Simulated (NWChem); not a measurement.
# SnHCl, singlet; SMILES [Cl][SnH]

Computed with NWChem. Low-valent species are run as closed-shell singlets; no triplet was tried in these runs. All runs use the structure optimised with PBE0/def2-SVP (def2 core potentials past Kr).

Q: Estimate the computed values for PBE/STO-3G, non-relativistic. Quantities: highest occupied level (eV); orbital gap (eV); dipole (D).

A: 
| Property | Value |
|---|---|
| highest occupied level (eV) | -2.89 |
| orbital gap (eV) | 1.96 |
| dipole (D) | 2.58 |
